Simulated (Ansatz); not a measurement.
`BCCBC` + HBr → `BBr` + `CBCC` at 600 K and 1 bar (ligand exchange at a B–C bond).

Gas-phase electronic energies from Ansatz, PBE0-D4/def2-TZVP geometries. CCSD(T)/CBS is the MP2 limit (def2-TZVPP, def2-QZVPP) plus CCSD(T) − MP2 in def2-TZVPP, frozen cores. For Br outer-core shells are correlated without core-valence functions, which leaves a few kJ/mol of doubt a bond. Scalar relativity is left out up to krypton. One conformer a species, not always the lowest.

```csv
species,CCSD(T)/CBS energy (Eh),H − E (kJ/mol),S (J/(mol·K))
`BCCBC`,-169.74101,398.4,472.4
HBr,-2573.91920,33.5,219.1
`BBr`,-2599.32470,79.8,280.3
`CBCC`,-144.37049,357.3,415.5
```

H − E and S are ideal-gas, rigid-rotor, harmonic terms from PBE0-D4/def2-TZVP, for one conformer and one mirror image of each species. 1 Eh = 2625.50 kJ/mol, R = 8.31446 J/(mol·K).

Q: By hand: ΔE, ΔH, ΔS and ΔG.

A: ΔE = (-2599.32470) + (-144.37049) − (-169.74101) − (-2573.91920) = -0.03498 Eh = -91.8 kJ/mol. Δ(H − E) = 79.8 + 357.3 − 398.4 − 33.5 = 5.2, so ΔH = -86.6 kJ/mol. ΔS = 280.3 + 415.5 − 472.4 − 219.1 = 4.3 J/(mol·K). ΔG = -86.6 − 600 × (4.3)/1000 = -89.2 kJ/mol.

Q: By hand: the equilibrium constant, and the temperature at which ΔG would vanish if ΔH and ΔS stayed fixed.

A: log₁₀ K = −ΔG/(RT ln 10) = 7.8. ΔH and −TΔS have one sign here, so there is no such temperature. One of them is within its doubt of zero, so this could turn.

The number of gas molecules stays the same, so ΔS is small and ΔH decides. A doubt of 5 kJ/mol in ΔE shifts log₁₀ K by 0.4 here. Other conformers and mirror images would add mixing entropy, several J/(mol·K) or more a flexible species. Modes under 60 cm⁻¹, often nearly free rotors, make the harmonic entropy too high. These are equilibria of isolated gas molecules and say nothing of rates. Largest T1 diagnostic: 0.010 (customary marks: 0.02 for closed shells, 0.045 for open ones).
